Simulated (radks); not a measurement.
Spherical quantum dot in the effective-mass picture: electrons in a well V = -V0 / (1 + exp((r - R)/a)) with V0 = 15.2, R = 3.22, a = 0.26, with a point charge +1 (a donor) at the centre, all in effective atomic units (hartree* = m*/eps^2 hartree, bohr* = eps/m* bohr), one dielectric constant everywhere. Method: non-relativistic Kohn-Sham, PBE, spin-polarised, spherical densities; computed with a radial shooting solver with Libxc functionals. Levels are named by radial order and angular momentum (1s, 1p, 1d, 2s, ...), and open shells are averaged over m. Results are scaled to m* = 0.031 and eps = 16.6, for which hartree* = 3.061 meV and bohr* = 28.34 nm.

N = 12, configuration 1s2 1p6 1d(up 4, down 0). This is the lowest configuration that the search found. Occupied and some empty levels:

| level | occupation | eigenvalue (meV) | <r> (nm) |
|---|---|---|---|
| 1s up | 1 | -30.514 | 45.94 |
| 1s down | 1 | -30.330 | 44.35 |
| 1p up | 3 | -29.029 | 55.22 |
| 1p down | 3 | -28.744 | 54.75 |
| 1d up | 4 | -27.196 | 59.51 |
| 1d down | 0 | -26.876 | 59.33 |
| 2s up | 0 | -26.570 | 40.99 |
| 2s down | 0 | -26.466 | 41.91 |
| 1f up | 0 | -24.924 | 62.70 |
| 1f down | 0 | -24.589 | 62.65 |
| 2p up | 0 | -22.806 | 48.68 |
| 2p down | 0 | -22.662 | 48.72 |

Energy (meV): total -440.382, kinetic 37.061, external -563.13, Hartree 102.47, exchange-correlation -16.784.

Electron density:

| r (nm) | n(r) (e/nm^3) |
|---|---|
| 5.13 | 9.335e-06 |
| 10.8 | 7.152e-06 |
| 16.6 | 6.255e-06 |
| 22.3 | 6.179e-06 |
| 28.0 | 6.640e-06 |
| 33.7 | 7.412e-06 |
| 39.4 | 8.252e-06 |
| 45.1 | 8.852e-06 |
| 50.8 | 8.885e-06 |
| 56.6 | 8.104e-06 |
| 62.3 | 6.488e-06 |
| 68.0 | 4.386e-06 |
| 73.7 | 2.385e-06 |
| 79.4 | 1.008e-06 |
| 85.1 | 3.228e-07 |
| 90.8 | 7.666e-08 |
| 96.6 | 1.410e-08 |
| 102 | 2.193e-09 |
| 108 | 3.043e-10 |
| 114 | 4.033e-11 |
